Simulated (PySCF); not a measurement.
Br4Si. Atoms are numbered in the order given.

```xyz
5

Br     1.2637    -1.2637    -1.2637
Si     0.0000     0.0000     0.0000
Br    -1.2637    -1.2637     1.2637
Br    -1.2637     1.2637    -1.2637
Br     1.2637     1.2637     1.2637
```
Charge 0, spin multiplicity 1.

Geometry optimised at ωB97X-D3(BJ)/def2-SVP. The isomer is the one that the SMILES or the coordinates give; other isomers of the formula were not compared.

All values below come from PBE/def2-TZVP in PySCF.

ESP charges are fitted to the potential on shells at 1.4 to 2.0 van der Waals radii. Atomic charges (e):

```
atom  Mulliken  ESP fit  Löwdin
----  --------  -------  ------
Br1        ___     0.06    0.27
Si2        ___    -0.23   -1.09
Br3        ___     0.06    0.27
Br4        ___     0.06    0.27
Br5        ___     0.06    0.27
```

Q: Some entries are withheld; supply them. (An estimate is asked for; the answer gives what the named calculation found.)

A: 
- Br1, Mulliken: -0.11
- Si2, Mulliken: 0.43
- Br3, Mulliken: -0.11
- Br4, Mulliken: -0.11
- Br5, Mulliken: -0.11

Q: Give the Mayer and Wiberg (Löwdin basis) orders of the bonds. (An estimate is asked for; the answer gives what the named calculation found.)

A: 
| bond | Mayer | Wiberg |
|---|---|---|
| Br1–Si2 | 1.24 | 1.84 |
| Si2–Br3 | 1.24 | 1.84 |
| Si2–Br4 | 1.24 | 1.84 |
| Si2–Br5 | 1.24 | 1.84 |
